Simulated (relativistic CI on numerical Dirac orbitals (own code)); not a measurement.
## Co2+: resonant inelastic scattering at the M2,3 edge

Computed with this model: Dirac-Coulomb-Breit CI, KLI orbitals optimised for each configuration, model QED (radiative potential, 1s self-energy scaled to tabulated hydrogen-like ionisation energies), valence Slater integrals scaled by 0.8, Kramers-Heisenberg scattering through one core-hole configuration in a parametric crystal field; configurations [Ar] 3d7 → [Ne] 3s2 3p5 3d8; 80 K; core-hole width 1.2 eV; summed over polarisations. Incident energies are the highest absorption maxima for each field (at most a few, so the weaker spin-orbit partner edge can be absent), on the computed scale of the free ion. Intensities are in per cent of the strongest line above 0.02 eV; levels within 1 cm⁻¹ are merged; final levels count from the ground level, the first row holds all elastic scattering, lines under 0.4 are left out and each table stops after 24 rows. The scale of the Slater integrals is a model choice and moves the terms in proportion.

Field parameters in Wybourne normalisation: D4h B²₀ = −7Ds, B⁴₀ = 21(Dq − Dt), B⁴₄ = 21√(5/14) Dq. The field is a parameter set, without covalency.

S is read from ⟨S²⟩ = S(S + 1).

D4h, 10Dq = 19950, Ds = -1500, Dt = -120 cm⁻¹:

| Final level (eV) | Degeneracy | Irrep | S | 65.8 eV | 71.8 eV | 75.3 eV |
| --- | --- | --- | --- | --- | --- | --- |
| 0.000 | 2 | Γ7 | 0.53 | 72.0 | 181.1 | 75.2 |
| 0.504 | 2 | Γ6 | 1.49 | 6.1 | 0.4 | 0.4 |
| 0.539 | 2 | Γ6 | 1.50 | 4.1 | 0.4 | 0.1 |
| 0.572 | 2 | Γ7 | 1.50 | 6.2 | 2.4 | 0.3 |
| 0.610 | 2 | Γ7 | 1.49 | 12.7 | 8.8 | 1.2 |
| 0.767 | 2 | Γ6 | 0.67 | 17.5 | 45.7 | 10.6 |
| 0.977 | 2 | Γ7 | 1.50 | 3.5 | 0.7 | 0.0 |
| 1.002 | 2 | Γ6 | 1.42 | 2.2 | 9.7 | 1.6 |
| 2.355 | 2 | Γ7 | 0.53 | 31.8 | 18.2 | 25.0 |
| 2.428 | 2 | Γ7 | 0.51 | 14.1 | 54.5 | 94.4 |
| 2.429 | 2 | Γ6 | 0.51 | 10.2 | 52.9 | 100.0 |
| 2.790 | 2 | Γ6 | 0.73 | 13.7 | 10.1 | 17.5 |
| 2.821 | 2 | Γ7 | 0.75 | 16.2 | 31.1 | 3.6 |
| 2.912 | 2 | Γ6 | 1.41 | 2.1 | 1.3 | 0.6 |
| 2.955 | 2 | Γ6 | 1.37 | 2.3 | 2.6 | 2.9 |
| 2.962 | 2 | Γ7 | 1.47 | 1.4 | 3.9 | 0.4 |
| 2.975 | 2 | Γ7 | 1.38 | 3.9 | 6.7 | 0.8 |
| 3.007 | 2 | Γ6 | 0.69 | 4.6 | 14.7 | 5.1 |
| 3.121 | 2 | Γ6 | 1.39 | 2.5 | 0.5 | 1.9 |
| 3.123 | 2 | Γ7 | 1.40 | 3.0 | 2.7 | 2.1 |
| 3.198 | 2 | Γ7 | 0.67 | 4.0 | 36.3 | 13.0 |
| 3.239 | 2 | Γ6 | 0.67 | 3.8 | 31.3 | 11.7 |
| 3.681 | 2 | Γ6 | 0.51 | 4.5 | 5.6 | 4.4 |
| 3.990 | 2 | Γ6 | 1.50 | 0.2 | 0.8 | 0.3 |

D4h, 10Dq = 19950, Ds = -860, Dt = -120 cm⁻¹:

```
Final level (eV)  Degeneracy  Irrep     S  65.6 eV  71.7 eV  75.2 eV
           0.000           2     Γ7  0.54     77.2    162.3     72.3
           0.411           2     Γ6  1.30      3.8     12.0      3.4
           0.459           2     Γ6  1.49      3.3      1.3      0.3
           0.485           2     Γ6  0.94     22.7     39.0      7.5
           0.492           2     Γ7  1.50      7.0      2.4      0.4
           0.534           2     Γ7  1.48     15.3      9.4      1.4
           0.699           2     Γ7  1.50      3.8      0.8      0.0
           0.725           2     Γ6  1.43      2.5     10.5      1.5
           2.332           2     Γ7  0.54     34.2     18.4     21.3
           2.402           2     Γ6  0.51      8.9     53.8     95.6
           2.403           2     Γ7  0.51     12.4     58.0     96.1
           2.645           2     Γ6  0.68     12.7     15.3     20.7
           2.683           2     Γ7  0.69     19.6     37.3      4.4
           2.692           2     Γ6  0.59      8.0     14.3      2.8
           2.812           2     Γ6  1.46      3.7      1.6      0.3
           2.837           2     Γ6  1.42      2.1      2.5      3.3
           2.844           2     Γ7  1.46      2.6      5.3      0.6
           2.856           2     Γ7  1.43      3.4      4.0      0.5
           2.984           2     Γ7  1.48      3.2      2.2      0.4
           2.987           2     Γ6  1.46      1.8      1.5      0.7
           3.170           2     Γ7  0.52      3.6     19.8      9.3
           3.213           2     Γ6  0.53      3.6     18.2      7.7
           3.423           2     Γ6  0.51      4.7      5.0      4.1
           4.129           2     Γ6  1.50      0.2      1.1      0.2
```

D4h, 10Dq = 19950, Ds = -210, Dt = -120 cm⁻¹:

| Final level (eV) | Degeneracy | Irrep | S | 65.6 eV | 71.7 eV | 75.1 eV |
| --- | --- | --- | --- | --- | --- | --- |
| 0.000 | 2 | Γ7 | 0.55 | 89.5 | 157.4 | 76.2 |
| 0.161 | 2 | Γ6 | 0.62 | 19.0 | 59.4 | 11.7 |
| 0.331 | 2 | Γ6 | 1.50 | 14.8 | 0.2 | 0.1 |
| 0.375 | 2 | Γ7 | 1.50 | 9.2 | 1.9 | 0.3 |
| 0.376 | 2 | Γ6 | 1.49 | 4.6 | 1.4 | 0.2 |
| 0.447 | 2 | Γ7 | 1.50 | 3.5 | 0.5 | 0.0 |
| 0.458 | 2 | Γ7 | 1.48 | 22.8 | 12.0 | 2.2 |
| 0.465 | 2 | Γ6 | 1.44 | 4.5 | 10.7 | 1.1 |
| 2.291 | 2 | Γ7 | 0.56 | 33.9 | 19.5 | 21.7 |
| 2.341 | 2 | Γ6 | 0.52 | 10.2 | 40.5 | 50.1 |
| 2.360 | 2 | Γ7 | 0.51 | 14.6 | 61.8 | 100.0 |
| 2.391 | 2 | Γ6 | 0.52 | 2.2 | 39.4 | 63.3 |
| 2.492 | 2 | Γ6 | 0.64 | 22.5 | 17.8 | 12.8 |
| 2.513 | 2 | Γ7 | 0.62 | 23.4 | 42.7 | 9.0 |
| 2.678 | 2 | Γ6 | 1.49 | 4.5 | 0.7 | 0.2 |
| 2.701 | 2 | Γ6 | 1.45 | 4.1 | 2.1 | 2.5 |
| 2.709 | 2 | Γ7 | 1.46 | 4.9 | 4.8 | 0.6 |
| 2.724 | 2 | Γ7 | 1.46 | 3.6 | 2.4 | 0.3 |
| 2.836 | 2 | Γ7 | 1.48 | 5.7 | 2.8 | 0.6 |
| 2.841 | 2 | Γ6 | 1.46 | 3.0 | 3.1 | 0.9 |
| 3.123 | 2 | Γ7 | 0.51 | 4.4 | 13.4 | 6.3 |
| 3.131 | 2 | Γ6 | 0.51 | 3.1 | 11.6 | 5.7 |
| 3.178 | 2 | Γ6 | 0.51 | 7.3 | 5.5 | 3.3 |
| 4.272 | 4 | Γ6+Γ7 | 1.48 | 2.2 | 5.3 | 1.1 |

For the first field the strongest loss at the lowest incident energy is the level at 2.36 eV (S = 0.53, against 0.53 in the thermal ground state). Levels of other spin, the first over 8 % at 0.61 eV, appear because spin-orbit coupling of the core hole, and in heavier ions of the valence shell too, mixes spins.
